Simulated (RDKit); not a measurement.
Job for RDKit: UFF on NH3 (SMILES N).

```python
from rdkit import Chem
from rdkit.Chem import AllChem, rdDetermineBonds

blocks = [
'''4

N     0.00000000   -0.00002166    0.27906864
H    -0.00000000    0.94280068   -0.09306197
H     0.81651180   -0.47143951   -0.09305334
H    -0.81651180   -0.47143951   -0.09305334
''',
]
mol = None
for b in blocks:
    f = Chem.MolFromXYZBlock(b)
    rdDetermineBonds.DetermineBonds(f, charge=0)
    mol = f if mol is None else Chem.CombineMols(mol, f)
Chem.SanitizeMol(mol)
print(Chem.MolToSmiles(Chem.RemoveHs(mol)))
ff = AllChem.UFFGetMoleculeForceField(mol, vdwThresh=100.0, ignoreInterfragInteractions=False)
e = ff.CalcEnergy()
print(f'UFF energy {e:.6f} kcal/mol')
```

Output:

```
N
UFF energy 1.521068 kcal/mol
```

The run finished.

Cost: around 0.020 core-seconds (rough).
